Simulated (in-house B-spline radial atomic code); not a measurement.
Inner levels of gold as electrons are removed. A shift is the extra binding of the orbital against the neutral atom ([Xe] 4f14 5d10 6s1). The density at the nucleus is averaged over the nuclear charge. Computed with a B-spline radial code for spherical atoms: Dirac-Hartree-Fock, jj configuration that fills j = l - 1/2 first, finite nuclei.

A number in brackets counts the electrons of a j subshell.

```tsv
ion	configuration	shift of 2p3/2 (eV)	shift of 3p1/2 (eV)	shift of 3p3/2 (eV)	radius of 2p3/2 (bohr)	radius of 3p1/2 (bohr)	radius of 3p3/2 (bohr)	Σ<r²> (bohr²)	change of density at nucleus (bohr⁻³)
Au52+	[Ar] 3d3/2(4) 3d5/2(5)	2945.23	2765.09	2732.67	0.06629	0.16877	0.18272	0.60668	-12700.8
Au53+	[Ar] 3d3/2(4) 3d5/2(4)	3115.75	2901.84	2858.98	0.066225	0.16792	0.18177	0.56939	-11809.5
Au54+	[Ar] 3d3/2(4) 3d5/2(3)	?	?	?	?	?	?	?	?
Au55+	[Ar] 3d3/2(4) 3d5/2(2)	3462.86	3179.28	3115.31	0.06609	0.16622	0.17988	0.49785	-9975.24
Au56+	[Ar] 3d3/2(4) 3d5/2(1)	?	?	?	?	?	?	?	?
Au57+	[Ar] 3d3/2(4)	3818.02	3461.93	3376.58	0.065949	0.16455	0.17803	0.43014	-8072.22
Au58+	[Ar] 3d3/2(3)	4007.34	3597.09	3514.85	0.065886	0.16377	0.17702	0.39883	-7023.88
```

Task: Fill in the row of Au54+.

Result: shift of 2p3/2 (eV): 3288.29; shift of 3p1/2 (eV): 3039.91; shift of 3p3/2 (eV): 2986.53; radius of 2p3/2 (bohr): 0.066159; radius of 3p1/2 (bohr): 0.16707; radius of 3p3/2 (bohr): 0.18082; Σ<r²> (bohr²): 0.53312; change of density at nucleus (bohr⁻³): -10900.9.

Task: Fill in the row of Au56+.

Result: shift of 2p3/2 (eV): 3639.44; shift of 3p1/2 (eV): 3319.96; shift of 3p3/2 (eV): 3245.33; radius of 2p3/2 (bohr): 0.06602; radius of 3p1/2 (bohr): 0.16538; radius of 3p3/2 (bohr): 0.17895; Σ<r²> (bohr²): 0.46353; change of density at nucleus (bohr⁻³): -9032.36.
